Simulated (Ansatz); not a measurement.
Program: Ansatz 0.2.0.

A structure relaxed at PBE0-D4/def2-TZVP, charge 0, multiplicity 1:

```
atom    x (Å)    y (Å)    z (Å)
  C1   0.1904  -1.3729   1.0484
  O2   0.3177  -0.2554   0.2089
 Ge3  -1.1348   0.5548  -0.4741
  N4  -0.1582   1.7941  -1.3658
  H5  -0.8562  -1.6610   1.2208
  H6   0.7075  -2.2324   0.6087
  H7   0.6460  -1.1634   2.0220
  H8  -0.5622   2.5192  -1.9342
  H9   0.8500   1.8171  -1.3348
```

(1) Give its formula and SMILES.

(2) Point group (tolerance 0.08 Å, 0.16 Å for H)?

(3) Summarise the bond lengths by kind.

Results:

(1) CH5GeNO, `C[O][Ge][NH2]`.

(2) Cs.

(3) 1 × C–O 1.404 Å; 3 × C–H 1.095 to 1.099 Å; 1 × Ge–O 1.798 Å; 1 × Ge–N 1.812 Å; 2 × H–N 1.006 to 1.009 Å.
